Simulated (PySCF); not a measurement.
A calculated (PW91, PySCF 2.14, dyall-av3z, scalar relativity by spin-free X2C-1e) atom or ion has these occupied shells.

```json
{"shell": "1s α", "electrons": "1", "orbital energy (eV)": "-11708.4", "rms radius, mean of both spins (bohr)": "0.0524"}
{"shell": "1s β", "electrons": "1", "orbital energy (eV)": "-11708.3", "rms radius, mean of both spins (bohr)": "0.0524"}
{"shell": "2s α", "electrons": "1", "orbital energy (eV)": "-1485.3", "rms radius, mean of both spins (bohr)": "0.220"}
{"shell": "2s β", "electrons": "1", "orbital energy (eV)": "-1485.2", "rms radius, mean of both spins (bohr)": "0.220"}
{"shell": "2p α", "electrons": "3", "orbital energy (eV)": "-1302.6", "rms radius, mean of both spins (bohr)": "0.196"}
{"shell": "2p β", "electrons": "3", "orbital energy (eV)": "-1302.5", "rms radius, mean of both spins (bohr)": "0.196"}
{"shell": "3s α", "electrons": "1", "orbital energy (eV)": "-189.83", "rms radius, mean of both spins (bohr)": "0.642"}
{"shell": "3s β", "electrons": "1", "orbital energy (eV)": "-189.68", "rms radius, mean of both spins (bohr)": "0.642"}
{"shell": "3p α", "electrons": "3", "orbital energy (eV)": "-133.34", "rms radius, mean of both spins (bohr)": "0.669"}
{"shell": "3p β", "electrons": "3", "orbital energy (eV)": "-133.17", "rms radius, mean of both spins (bohr)": "0.669"}
{"shell": "3d α", "electrons": "5", "orbital energy (eV)": "-40.485", "rms radius, mean of both spins (bohr)": "0.763"}
{"shell": "3d β", "electrons": "5", "orbital energy (eV)": "-40.213", "rms radius, mean of both spins (bohr)": "0.763"}
{"shell": "4s α", "electrons": "1", "orbital energy (eV)": "-15.270", "rms radius, mean of both spins (bohr)": "2.08"}
{"shell": "4s β", "electrons": "1", "orbital energy (eV)": "-12.987", "rms radius, mean of both spins (bohr)": "2.08"}
{"shell": "4p α", "electrons": "3", "orbital energy (eV)": "-5.961", "rms radius, mean of both spins (bohr)": "2.73"}
```

Problem. Name the element and its charge.

Solution. As (arsenic, neutral), in [Ar] 3d10 4s2 4p3, high-spin 4S determinant.
